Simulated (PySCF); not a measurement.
Sn(Cl)(SH)3 (ClH₃S₃Sn), SMILES [SH][Sn]([SH])([SH])[Cl].

Coordinates come from a B3LYP-D3(BJ)/def2-SVP optimisation. The structure was generated by enumeration; whether it is a known compound was not checked. The def2 effective core potentials stand for the cores of Sn; spin–orbit coupling is left out. Other conformers were not sampled.

Two levels are set side by side: TDA-PBE/def2-SVPD (PySCF) and TDA-LC-ωPBE/def2-SVPD (PySCF). Vertical, same geometry. The lowest singlet is HOMO→LUMO 97 % with PBE and HOMO→LUMO 77 % with the other functional; states are paired by order. Differences are taken from unrounded values.

| quantity | TDA-LC-ωPBE |
|---|---|
| lowest singlet excitation (eV) | 4.80 |
| lowest triplet excitation (TDA) (eV) | 4.23 |

Question: What does TDA-PBE give, and how far is it from TDA-LC-ωPBE? (An estimate is asked for; the answer gives what the named calculation found.)

Answer: 
```json
[
 {"quantity": "lowest singlet excitation (eV)", "TDA-PBE": "3.31", "TDA-PBE minus TDA-LC-ωPBE": "-1.48"},
 {"quantity": "lowest triplet excitation (TDA) (eV)", "TDA-PBE": "2.99", "TDA-PBE minus TDA-LC-ωPBE": "-1.24"}
]
```

A lower first singlet is the usual sign of a functional without exact exchange. Differences between two approximate levels are no errors against the true value.

Rough cost on one machine, each run with all the roots and properties that it gave: TDA-LC-ωPBE against TDA-PBE about 2 times.
